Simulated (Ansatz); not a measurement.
```yaml
crystal:
  periodic: [false, false, false]
  atoms:
    - {symbol: C, position_ang: [-1.112604, 0.028487, 0.453360]}
    - {symbol: C, position_ang: [0.428173, 0.059599, 0.383357]}
    - {symbol: C, position_ang: [0.901423, -1.333001, -0.072764]}
    - {symbol: Si, position_ang: [1.281241, 1.439073, -0.666538]}
    - {symbol: O, position_ang: [-0.014302, 2.319246, -1.198106]}
    - {symbol: H, position_ang: [-1.477528, 1.000532, 0.857576]}
    - {symbol: H, position_ang: [-1.571580, -0.064524, -0.517196]}
    - {symbol: H, position_ang: [-1.566782, -0.733592, 1.085741]}
    - {symbol: H, position_ang: [0.806735, 0.227079, 1.454021]}
    - {symbol: H, position_ang: [1.995969, -1.359247, -0.190562]}
    - {symbol: H, position_ang: [0.542282, -1.561870, -1.126509]}
    - {symbol: H, position_ang: [0.581750, -2.121393, 0.533953]}
    - {symbol: H, position_ang: [-0.921617, 2.037050, -0.976379]}
basis:
  gaussian: {orbitals: "6-31++G**"}
magnetization: {spin_polarized: false, initial_magnetization: 2}
hamiltonian: {xc: {name: BHLYP}, dispersion: d3bj}
output: {forces: true}
```

```sh
$ ansatz run in.yaml --threads 4 --pin off --events-out ev --progress --plain --max-ram 10444MiB
```

Shortened log:

```
Functional definition: BHLYP
1319 factors; integrals over basis functions are off by at most 1.2e-3 eV
mean field evaluation 1: about -13148.4698 eV, gradient 7.1e1 eV
mean field evaluation 2: about -13148.5227 eV, gradient 7.1e1 eV
mean field evaluation 4: about -13160.0871 eV, gradient 1.4e1 eV
mean field evaluation 8: about -13160.6065 eV, gradient 1.3e0 eV
mean field evaluation 16: about -13160.6160 eV, gradient 1.2e-3 eV
mean field -13160.61595420 eV, -483.6437157311 hartree, gradient 1.9e-5 eV, S^2 2.000000; 0 other end points of the search recorded, 0 dependent functions left out
reference -13160.61619659 eV, -483.6437246386 hartree; 25, 23 occupied and 122, 124 virtual orbitals, 1319 factors
Total energy: -13161.02622131 eV, -483.6587927692 hartree
Atom 0 at    -1.112604     0.028487     0.453360 Å, force    -0.163537     2.290082     0.154572 eV/Å
Atom 1 at     0.428173     0.059599     0.383357 Å, force     0.601364    -1.949695     2.321723 eV/Å
Atom 2 at     0.901423    -1.333001    -0.072764 Å, force     1.031639     1.178659    -2.826613 eV/Å
Atom 3 at     1.281241     1.439073    -0.666538 Å, force    -1.226347    -0.289654     0.232798 eV/Å
Atom 4 at    -0.014302     2.319246    -1.198106 Å, force    -1.140884     0.659763    -0.371471 eV/Å
Atom 5 at    -1.477528     1.000532     0.857576 Å, force     0.135750    -0.686840    -0.157990 eV/Å
Atom 6 at    -1.571580    -0.064524    -0.517196 Å, force     0.013942    -0.231487    -0.455191 eV/Å
Atom 7 at    -1.566782    -0.733592     1.085741 Å, force     0.669831    -0.172624     0.037126 eV/Å
Atom 8 at     0.806735     0.227079     1.454021 Å, force    -0.531074    -0.313864    -1.543188 eV/Å
Atom 9 at     1.995969    -1.359247    -0.190562 Å, force    -0.390025    -0.159229     0.389976 eV/Å
Atom 10 at     0.542282    -1.561870    -1.126509 Å, force     0.177243     0.418529     1.325240 eV/Å
Atom 11 at     0.581750    -2.121393     0.533953 Å, force    -0.474186    -1.078603     1.189513 eV/Å
Atom 12 at    -0.921617     2.037050    -0.976379 Å, force     1.296284     0.334963    -0.296494 eV/Å
Dipole moment:    -0.180289    -0.373062     0.269563 e Å
```

It took 3.8 s on 4 threads of an Arm Neoverse V2 on a shared host, with 0.42 GiB of host memory at the peak.
